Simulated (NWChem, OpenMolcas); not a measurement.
# From NWChem to OpenMolcas

This NWChem 7.3.0 job computes Si2H4ClF (SMILES F[SiH]([SiH3])Cl):

clfh4si2.nw:
```
start clfh4si2
memory total 2200 mb
charge 0

geometry noautosym nocenter noautoz
F       -1.329000       1.796800       0.161200
Si      -0.382900       0.812800      -0.667700
Si       0.539000      -0.793000       0.761300
Cl      -1.534100      -0.130100      -2.075900
H        0.596600       1.655400      -1.392300
H        1.355700      -0.131100       1.812300
H        1.403500      -1.693800      -0.044400
H       -0.556600      -1.574100       1.389600
end

basis spherical bse
* library def2-SVP
end

dft
xc pbe0
grid xfine
convergence energy 1e-08
iterations 100
mulliken
print low
end

task dft gradient
```

```bash
$ nwchem clfh4si2.nw > clfh4si2.out
```

The shape is that of a PBE0-D4/def2-TZVP optimisation.

It gives a total energy of -1140.628304 Eh.

Question: Write the same calculation for OpenMolcas 26.06 as an input file of the program's own.

Answer: One way, which was run:

test.inp:
```
&GATEWAY
  BASLIB
  $CurrDir
  COORD
  8
  angstrom
  F       -1.329000       1.796800       0.161200
  Si      -0.382900       0.812800      -0.667700
  Si       0.539000      -0.793000       0.761300
  Cl      -1.534100      -0.130100      -2.075900
  H        0.596600       1.655400      -1.392300
  H        1.355700      -0.131100       1.812300
  H        1.403500      -1.693800      -0.044400
  H       -0.556600      -1.574100       1.389600
  BASIS
  def2-SVP
  GROUP
  NoSym

&SEWARD
  GRIDINPUT
  Grid=UltraFine
  End of Grid

&SCF
  KSDFT
  PBE0
  THRESHOLDS
  1e-10 1e-07 1e-07 1e-05
  PRORBITALS
  1

&ALASKA
```

```bash
$ export MOLCAS_MEM=1860
$ pymolcas test.inp > test.log
```

(Basis files named in the input come from the Basis Set Exchange and aren't shown.)

Its energy is -1140.628302 Eh, 0.002 mEh from the first.
